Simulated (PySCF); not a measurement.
Si(Cl)(GeH3)(OH)2, SMILES Cl[Si]([GeH3])(O)O (H5ClGeO2Si) (CAM-B3LYP/def2-SVP optimised geometry):

```
10

O      0.969    -0.973     0.000
Si    -0.673    -0.973     0.000
O     -1.190    -1.679     1.401
Cl    -1.423     0.973     0.000
Ge    -1.381    -2.062    -1.972
H      1.423    -0.702     0.807
H     -2.018    -1.382     1.792
H     -2.916    -2.085    -2.022
H     -0.863    -1.319    -3.210
H     -0.870    -3.509    -2.003
```

Level of theory: PySCF with CAM-B3LYP/def2-TZVP.

### Question
What are the frontier orbital energies and the dipole moment?

### Answer
HOMO-2 -10.67 eV, HOMO-1 -10.59 eV, HOMO -9.58 eV, LUMO 1.15 eV, LUMO+1 1.24 eV; dipole moment 1.36 D.

On the same geometry PBE/def2-TZVP (PySCF 2.14.0) gives HOMO-2 -7.76 eV, HOMO-1 -7.67 eV, HOMO -7.04 eV, LUMO -0.65 eV, LUMO+1 -0.61 eV; dipole moment 1.36 D.

Meta-Löwdin charges at CAM-B3LYP/def2-TZVP: O1 -0.75, Si2 1.16, O3 -0.76, Cl4 -0.34, Ge5 0.10, H6 0.36, H7 0.36, H8 -0.05, H9 -0.04, H10 -0.04.
